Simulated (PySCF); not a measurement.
## Polarisability and C₆ of C³⁺ (carbon, charge +3)

[He] 2s1, 2S determinant. All numbers are calculated (PySCF 2.14, the non-relativistic Hamiltonian (point nucleus), in aug-cc-pVDZ). Coupled (time-dependent) response in atomic units; α is the mean over directions. A double-zeta set is small for polarisabilities.

```
 method  mean α (bohr³)  C₆ (like pair)  S(−4)
    UHF           3.576           3.009  38.57
    PBE           3.181           2.542  30.31
   PBE0           3.269           2.644  32.03
wB97M-V           3.090           2.355  30.71
 revPBE           3.204           2.587  30.27
```

S(−4) is the Cauchy moment in α(ω) = α(0) + S(−4) ω² + …

α(iu) at PBE:

```csv
u (hartree),α(iu) (bohr³)
0,3.181
0.0500,3.107
0.100,2.905
0.200,2.312
0.300,1.735
0.500,0.9894
0.750,0.5623
1.00,0.3643
1.50,0.1928
2.00,0.1208
3.00,0.06115
5.00,0.02575
```

A single London oscillator, α(iu) = α/(1 + u²/ω²), gives C₆ = (3/4) ω α². Matching the computed C₆ needs ω = 4 × 2.542 / (3 × 3.181²) = 0.335 hartree.

For an ion, C₆ is the dispersion term alone; charge-induced terms of lower order in 1/R come first.
